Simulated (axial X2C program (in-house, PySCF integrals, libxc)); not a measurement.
## SnB along the bond: PBE0, with spin–orbit coupling

Computed with an in-house relativistic program for diatomic molecules. Two-component (2c) means X2C with spin–orbit coupling and atomic mean-field two-electron Coulomb and Gaunt terms. Basis: Sn dyall-cv3z [11s12p9d4f1g], B dyall-v3z [7s6p2d1f] (cores contracted in-house); Gaussian nuclei, density fitting, unrestricted open shells. Masses: Sn 119.902 u, B 11.009 u.

State: Ω = 3/2 (⟨Sz⟩ = 1.49, ⟨Lz⟩ = 0.01 at PBE0). Dipoles are positive if B is the positive end.

Results along the bond:

```tsv
R (Å)	μ (D)	HOMO (eV)	LUMO (eV)
1.895	-1.121	-6.08	-3.42
1.982	-1.239	-6.13	-3.31
2.047	-1.317	-6.17	-3.24
2.113	-1.384	-6.11	-3.17
2.178	-1.434	-5.99	-3.11
2.254	-1.472	-5.87	-3.05
2.330	-1.484	-5.76	-2.99
2.429	-1.462	-5.63	-2.92
2.548	-1.385	-5.50	-2.84
2.723	-1.201	-5.32	-2.81
```

The state is a single determinant with fixed occupations, the lowest that a limited PBE0 search found. Density functionals use the spin component along the axis (collinear). Other states lie close and PBE0, whose exact exchange favours high spin, may order them wrongly; the determinant shown need not be the ground state. The nearest other 2c determinant of the search, Ω = 1/2, lies 0.34 eV up at the distance of the search. With several unpaired electrons one determinant need not be a pure state. This is the top spin component of a Σ state; components of lower Ω are not single determinants and can lie lower.
